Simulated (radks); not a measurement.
The numbers below are computed, except where a source is named.
These are the eigenvalues of the occupied orbitals of an atom or ion with whole-number occupations (hartree). Code: a radial shooting solver on a logarithmic mesh with Libxc functionals. Model: non-relativistic Kohn-Sham, exchange-only PBE, spin-polarised, spherical densities, point nucleus.

orbital  eigenvalue
1s down   -2409.455
1s up     -2409.454
2s up     -397.2820
2s down   -397.2719
2p up     -381.0503
2p down   -381.0427
3s up     -91.14954
3s down   -91.14641
3p up     -83.60024
3p down   -83.59691
3d up     -69.52594
3d down   -69.51962
4s up     -18.43661
4s down   -18.42904
4p up     -15.26212
4p down   -15.25403
4d up      -9.46756
4d down    -9.45744
5s up      -2.56006
5s down    -2.45297
4f up      -1.86592
4f down    -1.84769
5p up      -1.63060
5p down    -1.50913
5d up      -0.26896
6s up      -0.18070
6s down    -0.12325

Which element is it, and in what charge state? The configuration may be excited. Open shells, if any, are filled with parallel spins first.

Answer. Z = 75, rhenium, charge 0: Re in [Xe] 4f14 5d5 6s2. The list shows which subshells hold electrons but not how many an open one holds; the 1s level, -2409.5 hartree, gives Z - s = 69.4 by -(Z - s)^2/2, which with screening narrows Z to a few neighbours, and the depths of the outer levels then fix element, charge and occupations together.
